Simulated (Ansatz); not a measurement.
`C=N[SiH2]F`, charge 0, multiplicity 1.

Task: Give a relaxed structure at PBE0-D4/def2-TZVP (Ansatz). (Best estimate.)

Result: The calculation gave: 
Z-matrix (Å, degrees):
```
Si
N 1 1.716
F 1 1.604 2 113.4
H 1 1.478 2 107.9 3 119.0
H 1 1.478 2 107.9 3 -119.0
C 2 1.257 1 129.6 3 -0.0
H 6 1.099 2 124.1 1 0.0
H 6 1.096 2 120.2 1 -180.0
```
Point group Cs.
